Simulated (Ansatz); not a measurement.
`OCOCO` + `O[SiH2]S` → `OCO[SiH2]S` + `OCO`  (substitution at a C–O bond)

Program: Ansatz. Geometries: PBE0-D4/def2-TZVP. ΔE: electronic, gas phase. CCSD(T)/CBS is the MP2 limit (def2-TZVPP, def2-QZVPP) plus CCSD(T) − MP2 in def2-TZVPP, frozen cores. This one scheme is used for every species. One conformer a species, not always the lowest.

`OCOCO`:

```xyz
11

O     0.780   -1.468   -0.866
C    -0.495   -0.969   -0.611
O    -0.580    0.433   -0.705
C     0.285    1.129    0.141
O     0.097    0.831    1.495
H     1.263   -1.525   -0.038
H    -1.159   -1.341   -1.392
H    -0.849   -1.297    0.373
H     1.329    0.883   -0.072
H     0.107    2.186   -0.077
H    -0.778    1.138    1.754
```

`O[SiH2]S`:

Z-matrix (Å, degrees):
```
Si
S 1 2.133
O 1 1.642 2 113.5
H 1 1.478 2 111.7 3 117.8
H 1 1.484 2 102.9 3 -122.0
H 2 1.344 1 94.6 3 -65.2
H 3 0.959 1 117.2 2 -51.2
```

`OCO[SiH2]S`:

Cartesian coordinates in Å:
```
O -0.198 -1.491 -0.781
C -0.456 -0.212 -1.277
O -0.855 0.680 -0.275
Si -0.046 0.817 1.156
S 2.072 0.827 0.926
H -1.029 -1.887 -0.501
H -1.253 -0.219 -2.027
H 0.480 0.123 -1.731
H -0.436 -0.275 2.079
H -0.419 2.138 1.704
H 2.140 -0.501 0.727
```

`OCO`:

```xyz
7

O    -0.562    0.179    1.066
C    -0.046   -0.396   -0.097
O     0.643    0.519   -0.897
H     0.176    0.511    1.586
H    -0.910   -0.825   -0.614
H     0.678   -1.187    0.124
H     0.021    1.200   -1.169
```

| species | HF/def2-TZVPP energy (Eh) |
| --- | --- |
| `OCOCO` | -303.93125 |
| `O[SiH2]S` | -763.79589 |
| `OCO[SiH2]S` | -877.72786 |
| `OCO` | -189.99837 |

**Question.** Work out ΔE.

**Answer.** ΔE = (-877.72786) + (-189.99837) − (-303.93125) − (-763.79589) = 0.00091 Eh = +2.4 kJ/mol. CCSD(T)/CBS gives +2.7 kJ/mol.

Largest T1 diagnostic among the species: 0.012.

The D4 term adds −3.9 kJ/mol with B3LYP and −2.2 kJ/mol with PBE0; it sums over pairs of atoms, weighted by their polarisabilities, and B3LYP, whose exchange is more repulsive, gets the larger term.

B3LYP here is the variant with VWN-RPA as its local correlation; programs differ in this.
